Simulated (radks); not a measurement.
The numbers below are computed, except where a source is named.
Hf9+, 63 electrons, occupied as [Kr] 4d10 4f13 5s2 5p2 (the NIST ground configuration). Code: a radial shooting solver on a logarithmic mesh with Libxc functionals. Model: Dirac Kohn-Sham, BLYP, spin-unpolarised, spherical densities, finite nucleus; open shells fill j = l - 1/2 first; Fermi nuclear charge, rms radius 5.347 fm.

Unscreened Slater integrals over Kohn-Sham orbitals (eV). Large and small components are both included. Empty in this configuration: 5p3/2.

integral,value
"F0(4f7/2,4f7/2)",40.005
"F2(4f7/2,4f7/2)",19.453
"F4(4f7/2,4f7/2)",12.292
"F6(4f7/2,4f7/2)",8.8677
"F0(4f7/2,4f5/2)",40.247
"F2(4f7/2,4f5/2)",19.567
"F4(4f7/2,4f5/2)",12.364
"G2(4f7/2,4f5/2)",19.498
"G4(4f7/2,4f5/2)",12.322
"G6(4f7/2,4f5/2)",8.8899
"F0(4f7/2,5p1/2)",25.853
"G4(4f7/2,5p1/2)",3.4795
"F0(4f7/2,5s1/2)",27.248
"G3(4f7/2,5s1/2)",4.4708
"F0(4f7/2,5p3/2)",24.646
"F2(4f7/2,5p3/2)",8.2987
"G2(4f7/2,5p3/2)",3.5839
"G4(4f7/2,5p3/2)",2.9675
"F0(4f5/2,4f5/2)",40.493
"F2(4f5/2,4f5/2)",19.686
"F4(4f5/2,4f5/2)",12.439
"F0(4f5/2,5p1/2)",25.912
"G2(4f5/2,5p1/2)",4.2045
"F0(4f5/2,5s1/2)",27.316
"G3(4f5/2,5s1/2)",4.3814
"F0(4f5/2,5p3/2)",24.698
"F2(4f5/2,5p3/2)",8.2273
"G2(4f5/2,5p3/2)",3.4965
"G4(4f5/2,5p3/2)",2.9058
"F0(5p1/2,5p1/2)",21.640
"F0(5p1/2,5s1/2)",22.341
"G1(5p1/2,5s1/2)",15.539
"F0(5p1/2,5p3/2)",20.991
"G2(5p1/2,5p3/2)",11.282
"F0(5s1/2,5s1/2)",23.138
"F0(5s1/2,5p3/2)",21.608
"G1(5s1/2,5p3/2)",14.431
"F0(5p3/2,5p3/2)",20.419
"F2(5p3/2,5p3/2)",11.157
